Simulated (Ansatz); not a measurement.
Compare A (`C[NH][SnH2][O]C`) with its isomer B (`C[O][SnH]([CH3])[NH2]`).

Gas-phase electronic energies from Ansatz, PBE0-D4/def2-TZVP geometries. CCSD(T)/CBS adds triple-zeta CCSD(T) − MP2 to the extrapolated MP2 energy (def2 sets, frozen cores). Functionals use def2-TZVPP. B3LYP here is the variant with VWN-RPA as its local correlation; programs differ in this. Elements past krypton have def2 core potentials. For Sn outer-core shells are correlated without core-valence functions, which leaves a few kJ/mol of doubt a bond. One conformer a species, not always the lowest.

Q: Which isomer does CCSD(T)/CBS put lower? Give the gap. (Estimate.)

A: Ansatz gave: B, by 19.5 kcal/mol.

Q: Give E(B) − E(A) in kcal/mol with B3LYP-D4, r2SCAN-D4, CCSD/def2-TZVPP, B2PLYP, B3LYP, CCSD(T)/def2-TZVPP, ωB97M-V. (Estimate.)

A: The calculation gave: B3LYP-D4 -17.4, r2SCAN-D4 -18.5, CCSD/def2-TZVPP -18.6, B2PLYP -18.6, B3LYP -17.8, CCSD(T)/def2-TZVPP -18.8, ωB97M-V -18.3. None reverses the order clearly.

Largest T1 diagnostic: 0.013.

In def2-TZVPP, CCSD(T) changes the Hartree–Fock value by −2.2 kcal/mol (the triples alone add −0.3 kcal/mol) and MP2 by −3.6 kcal/mol.
